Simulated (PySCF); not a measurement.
**Relaxation of singlet SiSI₂**

Computed with PBE0 in PySCF with Si def2-SVP, S def2-SVP, I def2-SVP with ECP28; scalar-relativistic core potentials, no spin–orbit coupling; density-fitted integrals. A (50,194) grid was used.

A hand-made trigonal planar start, of C2v symmetry, held to at least that symmetry:

```xyz
4
charge 0 multiplicity 1, angstrom
Si   -0.4011   -0.6948    0.0000
S    -1.4061   -2.4355    0.0000
I     2.0888   -0.6948    0.0000
I    -1.6462    1.4616    0.0000
```

Problem. What forces act on the atoms at the start (eV/Å)?

Solution. 
| atom | Fx | Fy | Fz |
| --- | --- | --- | --- |
| Si1 | -0.70 | -1.21 | 0.00 |
| S2 | 0.84 | 1.45 | 0.00 |
| I3 | -0.86 | 0.34 | 0.00 |
| I4 | 0.72 | -0.58 | 0.00 |

Problem. What does it relax to?

Solution. It ends at C2v with Si–I 2.421 Å (×2), Si–S 1.943 Å; I–Si–I 109.0°, I–Si–S 125.5° (×2) (after a last refinement on a finer grid). The frequency run here used a shortcut that can spoil soft modes, so no verdict on minimum or saddle point is given. Other isomers or separated fragments may lie lower.

Problem. How much energy is released, and in how many steps?

Solution. 20.2 kJ/mol in 5 steps.

The relaxation took of the order of 100 core-seconds on a shared host.
